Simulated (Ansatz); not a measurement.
## A geometry optimisation of C2H3Ge+ with BLYP-D3(BJ)/def2-SVP

The starting geometry of this gas-phase singlet was optimised with GFN2-xTB.

```xyz
6

C     0.6314   -0.9986   -1.0391
C     1.1498   -1.1572    0.0629
Ge    0.0399    1.0585   -0.2488
H     0.6894    0.9328    1.2167
H     1.6343   -1.4064    0.9807
H     0.3049   -1.1906   -2.0415
```

Where would you expect an optimisation with BLYP-D3(BJ)/def2-SVP to take it?

It rearranges, giving a structure given below by its coordinates. Distances that change by over a tenth: C1–C2 (1.23 → 1.37 Å). Contacts that open: Ge3–H4 (1.61 → 2.48 Å). Contacts that close: C1–Ge3 (2.28 → 1.92 Å), C2–H4 (2.43 → 1.12 Å).

The energy falls by 1.15 eV over 19 steps:

```json
{"step": "1", "E − E(last) (eV)": "1.148"}
{"step": "3", "E − E(last) (eV)": "1.081"}
{"step": "5", "E − E(last) (eV)": "1.049"}
{"step": "7", "E − E(last) (eV)": "0.985"}
{"step": "9", "E − E(last) (eV)": "0.563"}
{"step": "11", "E − E(last) (eV)": "0.120"}
{"step": "13", "E − E(last) (eV)": "0.020"}
{"step": "15", "E − E(last) (eV)": "0.003"}
{"step": "17", "E − E(last) (eV)": "0.000"}
{"step": "19", "E − E(last) (eV)": "0.000"}
```

Final geometry (Å):

```json
{"atom": "C", "x (Å)": "0.4916", "y (Å)": "-0.5418", "z (Å)": "-0.8858"}
{"atom": "C", "x (Å)": "1.0511", "y (Å)": "-0.6779", "z (Å)": "0.3542"}
{"atom": "Ge", "x (Å)": "-0.2122", "y (Å)": "1.2391", "z (Å)": "-0.7139"}
{"atom": "H", "x (Å)": "1.0132", "y (Å)": "0.1287", "z (Å)": "1.1289"}
{"atom": "H", "x (Å)": "1.5847", "y (Å)": "-1.5828", "z (Å)": "0.7043"}
{"atom": "H", "x (Å)": "0.5212", "y (Å)": "-1.3268", "z (Å)": "-1.6567"}
```

The end wasn't checked by frequencies. Run with Ansatz 0.2.0, 40 s on 1 thread of Arm Neoverse N1, on a shared host.
